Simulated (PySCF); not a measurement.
# Solvent effects on NMR parameters

Bonds (- single, = double, # triple, : aromatic): Si1-Si2, Si2-Si3, Si3-Si4, Si3-Si5. Si1 carries H6, H7, H8; Si2 carries H9, H10; Si3 carries H11; Si4 carries H12, H13, H14; Si5 carries H15, H16, H17.

GIAO PBE0/pcSseg-1 in PySCF 2.14 on one PBE0-D3(BJ)/def2-SVP conformer, non-relativistic, equivalent nuclei averaged. Solvents enter as an IEF-PCM continuum (chloroform with ε = 4.7, dichloromethane with ε = 8.9, dimethylsulfoxide with ε = 46.8) around the gas-phase geometry. Shifts are referred to TMS computed in the same medium.

Gas phase, δ in ppm: Si4/Si5 -101.5, Si1 -105.0, Si2 -112.2, Si3 -131.7, H12/H13/H14/H15/H16/H17 3.70, H6/H7/H8 3.66, H9/H10 3.51, H11 3.18. Dipole moment 0.12 D.

(1) How does each δ change in the continuum?

(2) Which of the listed nuclei move most (in ppm), and what does the model miss?

Results:

(1) 
```csv
atoms,environment,"Δδ, chloroform","Δδ, dichloromethane","Δδ, dimethylsulfoxide"
Si4/Si5,"silicon bonded to Si, 3 H",+0.5,+0.5,+0.6
Si1,"silicon bonded to Si, 3 H",+0.3,+0.4,+0.5
Si2,"silicon bonded to 2 Si, 2 H",+0.9,+1.0,+1.2
Si3,"silicon bonded to 3 Si, H",+0.7,+0.9,+1.1
H12/H13/H14/H15/H16/H17,hydrogen on a silicon bonded to Si,-0.03,-0.04,-0.05
H6/H7/H8,hydrogen on a silicon bonded to Si,-0.03,-0.04,-0.05
H9/H10,hydrogen on a silicon bonded to 2 Si,-0.01,-0.02,-0.02
H11,hydrogen on a silicon bonded to 3 Si,0.00,0.00,0.00
```

Changes are relative to the gas phase. The dipole moment becomes 0.17 D in chloroform, 0.17 D in dichloromethane, 0.18 D in dimethylsulfoxide.

(2) Si2 (silicon bonded to 2 Si, 2 H, +1.2 ppm) and Si3 (silicon bonded to 3 Si, H, +1.1 ppm) in dimethylsulfoxide. A continuum only polarises the solute; specific hydrogen bonds, the anisotropy of aromatic solvents and changes of geometry or conformer are outside it.
